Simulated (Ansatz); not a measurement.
(H2Ga-mu-NH2)3 (Ga3N3H12), relaxed as a singlet with RKS B3LYP-D4/def2-SVP in Ansatz, starting from the GFN2-xTB geometry. Force threshold 0.02 eV/Å.

Start:

```
atom   x (Å)   y (Å)   z (Å)
 Ga1  -1.068  -1.464  -0.931
  H2  -2.615  -1.441  -0.924
  H3  -0.280  -2.588  -1.641
  N4  -0.481   0.312  -1.653
 Ga5   1.353   0.848  -1.094
  H6   2.321  -0.354  -1.145
  H7   1.672   2.180  -1.819
  N8   1.041   1.300   0.848
 Ga9  -0.463   0.382   1.822
 H10   0.003   0.195   3.289
 H11  -1.775   1.122   1.485
 N12  -0.414  -1.417   0.968
 H13  -0.562   0.314  -2.674
 H14  -1.144   1.027  -1.331
 H15   0.896   2.312   0.922
 H16   1.911   1.124   1.362
 H17   0.552  -1.763   0.990
 H18  -0.949  -2.089   1.526
```

**Question.** Estimate the energy that the relaxation releases and the steps that it takes.

**Answer.** 2.7 kcal/mol, in 7 steps; 11 s on 2 threads of AMD EPYC 7R13 on a shared host and a share (18 GiB) of an NVIDIA H100 80GB HBM3. The force fell under the threshold at step 6, but the optimiser went on. No frequencies were taken in this run, so the end may be a saddle point.

**Question.** Does the start keep its bonding and symmetry?

**Answer.** By distances, no bond broke or formed. The bond that changes most is Ga5–H6, from 1.54 to 1.58 Å (atoms count from 1).

**Question.** Predict the relaxed structure.

**Answer.** 
```xyz
18

Ga   -1.1227   -1.4918   -0.9500
H    -2.6882   -1.4679   -0.7764
H    -0.3381   -2.5666   -1.7926
N    -0.4974    0.3171   -1.6036
Ga    1.3770    0.8424   -1.0688
H     2.2511   -0.4687   -1.0332
H     1.7758    2.1518   -1.8526
N     1.0406    1.3369    0.8658
Ga   -0.4641    0.3873    1.8301
H    -0.0570    0.2114    3.3436
H    -1.7940    1.0837    1.3492
N    -0.3445   -1.4084    0.9159
H    -0.5440    0.3183   -2.6256
H    -1.1620    1.0379   -1.3095
H     0.8669    2.3433    0.9271
H     1.9121    1.1956    1.3836
H     0.6268   -1.7313    0.9007
H    -0.8382   -2.0909    1.4963
```
Bond lengths (bridged metal pairs left out): 6 × Ga–N 2.02 Å; 6 × Ga–H 1.58 Å; 6 × H–N 1.02 Å.
